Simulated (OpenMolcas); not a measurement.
Lines of Sb⁺: computed and rescaled rates

| Property | Result |
| --- | --- |
| Program | OpenMolcas |
| Method | SS-CASPT2, IPEA 0.25 Eh, imaginary shift 0.1 Eh (closed shells correlated: 4d) |
| Basis | ANO-R3 [8s7p5d3f2g1h] |
| Scalar Hamiltonian | X2C, finite nucleus |
| Active space | 4 electrons in 4 orbitals (5s 5p) |
| State averaging | 2S+1 = 3 even, 3 roots; 2S+1 = 1 even, 6 roots; 2S+1 = 5 odd, 1 root; 2S+1 = 3 odd, 9 roots; 2S+1 = 1 odd, 8 roots |
| Spin-orbit coupling | state interaction with AMFI integrals over the reference wave functions, term energies averaged over their components |

Rates come from the transition moments of the reference wave functions (E1 and E2 in the length form). At fixed line strength A goes as λ^-3 for E1 and M1 and as λ^-5 for E2, so a rate at the computed wavelength can be rescaled to the measured one. Measured vacuum wavelengths follow from level energies in NIST Handbook of Basic Atomic Spectroscopic Data. Branching counts decays inside the model space alone, at computed energies, and the table is only a selection of the E2 and M1 lines, drawn from those between levels with measured partners whose computed energy lies within a factor of 1.5 of the measured one.

```csv
Upper,Lower,Type,λ computed (nm),λ measured (nm),A computed (s-1),A rescaled (s-1),Branching %
5s2 5p2 3P2,5s2 5p2 3P1,M1,4215,3841,1.56e-01,2.06e-01,98.7
5s2 5p2 3P1,5s2 5p2 3P0,M1,3789,3274,3.18e-01,4.93e-01,100.0
5s2 5p2 3P2,5s2 5p2 3P0,E2,1995,1767,2.03e-03,3.72e-03,1.3
5s2 5p2 1D2,5s2 5p2 3P2,M1,1486,1402,1.47e+00,,50.6
5s2 5p2 1D2,5s2 5p2 3P2,E2,1486,1402,1.52e-02,,0.5
5s2 5p2 1D2,5s2 5p2 3P1,M1,1099,1027,1.41e+00,,48.5
5s2 5p2 1S0,5s2 5p2 1D2,E2,841.8,899.6,2.64e+00,1.89e+00,10.3
5s2 5p2 1S0,5s2 5p2 3P2,E2,537.4,548,2.08e+00,,8.1
5s2 5p2 1S0,5s2 5p2 3P1,M1,476.7,479.6,2.10e+01,,81.6
```

Spin-changing lines and M1 lines between different terms are not rescaled, since their strength hangs on the term gaps too.

The largest correction is for 5s2 5p2 3P2 → 5s2 5p2 3P0 (E2): 2.03e-03 × (1995 / 1767)^5 = 3.72e-03 s-1, a factor of 1.83.

No measured rate stands beside these. Rescaling mends the energy factor alone: line strengths can still be far off where a level mixes with configurations outside the active space, and weak or spin-changing lines hang on small mixing coefficients that depend on the term gaps too, so rescaling need not improve them.

CASPT2 does not keep the components of a term degenerate, so their means are used; among the terms shown or strongly mixed into the levels shown the widest spread is 30 cm-1 (5s2 5p2 1D). Over all roots computed the reference weight is 0.83 to 0.93; the roots of lowest weight are the least certain, and an intruder state may touch them. Computed and measured levels are paired by configuration, term and J; levels that our copy of the source lacks, or whose pairing is in doubt (as where it misses far off the trend of its configuration), stay unpaired. Levels of configurations outside the active space are missing.
